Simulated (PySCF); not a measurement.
These are TPSSh-D3(BJ)/def2-TZVP // PBE0-D3(BJ)/def2-TZVP run with PySCF values and carry that method's errors. Isolated molecules, 0 K electronic values unless said otherwise. 

Reference species (SMILES): `[MgH2]` (neutral, multiplicity 1).

The adiabatic ionisation energy (no zero-point term) is 9.45 eV and the HOMO comes out as -6.69 eV.

Changed species: `[BeH2]`.

Task: What does the change do to the adiabatic ionisation energy (no zero-point term) and HOMO?

Result: the adiabatic ionisation energy (no zero-point term) increases by 2.09 eV, to 11.54 eV; the HOMO falls by 1.55 eV, to -8.24 eV.
